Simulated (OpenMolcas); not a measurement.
# Te⁺: effect of the active space

```
Program             : OpenMolcas 26.06
Method              : CASSCF or its RAS form
Basis               : ANO-RCC-VTZP
Scalar Hamiltonian  : DKH2, point nucleus
Spin-orbit coupling : state interaction with AMFI integrals over the reference wave functions, term energies averaged over their components
```

A. 3 electrons in 3 orbitals (5p); 2S+1 = 4 odd, 1 root; 2S+1 = 2 odd, 8 roots; cost of the order of 2.5 core-seconds
B. 5 electrons in 4 orbitals (5s 5p); 2S+1 = 4 odd, 1 root; 2S+1 = 2 odd, 8 roots; 2S+1 = 4 even, 3 roots; 2S+1 = 2 even, 9 roots; cost roughly 10 core-seconds
C. 5 electrons in 8 orbitals (5s 5p 6s 6p); 2S+1 = 4 odd, 1 root; 2S+1 = 2 odd, 8 roots; 2S+1 = 4 even, 3 roots; 2S+1 = 2 even, 9 roots; cost about 23 core-seconds
D. 5 electrons in 9 orbitals (RAS2 5s 5p; RAS3 5d, at most 2 electrons); 2S+1 = 4 odd, 1 root; 2S+1 = 2 odd, 8 roots; 2S+1 = 4 even, 3 roots; 2S+1 = 2 even, 9 roots; cost roughly 28 core-seconds

Energies in cm-1 above 5s2 5p3 4S* 3/2, the measured ground level; measured values from NIST Handbook of Basic Atomic Spectroscopic Data.

```json
{"Level": "5s2 5p3 4S* 3/2", "A": "0.0", "B": "0.0", "C": "0.0", "D": "0.0", "Measured": "0.0"}
{"Level": "5s2 5p3 2D* 3/2", "A": "14484", "B": "14049", "C": "13759", "D": "13623", "Measured": "10222"}
{"Level": "5s2 5p3 2D* 5/2", "A": "16167", "B": "16275", "C": "16060", "D": "15467", "Measured": "12422"}
{"Level": "5s2 5p3 2P* 1/2", "A": "26350", "B": "22687", "C": "22205", "D": "23862", "Measured": "20547"}
{"Level": "5s2 5p3 2P* 3/2", "A": "28746", "B": "25606", "C": "25160", "D": "26381", "Measured": "24032"}
```

Deviations, from unrounded energies. A percentage is the sum of absolute deviations over the sum of measured energies, with the sign that they share, or ± where signs differ.

| Against measurement | Levels | A | B | C | D |
| --- | --- | --- | --- | --- | --- |
| mean absolute deviation (cm-1) | 4 | 4600 | 2800 | 2500 | 3000 |
| other terms of the ground configuration (%) | 4 | +27.6 | +16.9 | +14.8 | +18.0 |

C lies closest to measurement on these levels and A furthest from it. The largest miss of C in the table is 5s2 5p3 2D* 5/2, by +3600 cm-1. The ranking rests on the paired levels alone, and a cruder setting can come out closer through cancelling errors.

Among A to D the level of the table that moves most is 5s2 5p3 2P* 1/2, by 4100 cm-1 (lowest in C, highest in A).

With the s shell closed, the reference lacks s² → p² mixing (holds for A). Active for correlation alone: 6p 6s; no level in the range computed is led by a configuration that fills them, so any true level of that kind is missing (holds for C). The run also gave levels led by 5s2 5p2 5d, which use shells meant for correlation; these and all levels above them are left out (holds for D). Computed and measured levels are paired by configuration, term and J; levels that our copy of the source lacks, or whose pairing is in doubt (as where it misses far off the trend of its configuration), stay unpaired and out of the deviations. Only configurations of the active space appear. Levels that lie high or do not pair safely by name in every column are left out.

* marks odd parity.
